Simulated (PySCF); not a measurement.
CH₂Cl, SMILES [CH2]Cl (connectivity only; charge and spin as stated), charge +1, multiplicity 1. Atoms are numbered in the order given.

```xyz
4

C      0.0000     0.0000     1.0411
Cl     0.0000     0.0000    -0.5527
H      0.0000     0.9502     1.5743
H      0.0000    -0.9502     1.5743
```
Charge +1, spin multiplicity 1.

The structure is a stationary point at B3LYP-D3(BJ)/def2-TZVP. The multiplicity is an assumed one; other spin states were not compared. The isomer is the one that the SMILES or the coordinates give; other isomers of the formula were not compared.

Calculation: PBE/pcSseg-2 (PySCF).

GIAO shieldings, no solvent; atoms alike by connectivity are averaged. δ = σ(ref) − σ: ¹³C against TMS (σ = 181.4 ppm); ³⁵Cl against HCl (σ = 936.5 ppm); ¹H against TMS (σ = 31.47 ppm), references at their B3LYP-D3(BJ)/def2-TZVP geometries, non-relativistic (without spin–orbit terms, shifts of atoms bonded to Cl or Br come out too high).

```
atoms   nucleus  count  δ (ppm)
------  -------  -----  -------
C1          ¹³C      1        ?
Cl2        ³⁵Cl      1   1324.5
H3, H4       ¹H      2    12.83
```

Task: Some entries are withheld; supply them. (Estimate from the structure and the level; the computed values follow.)

Result: 
- C1, δ (ppm): 332.1
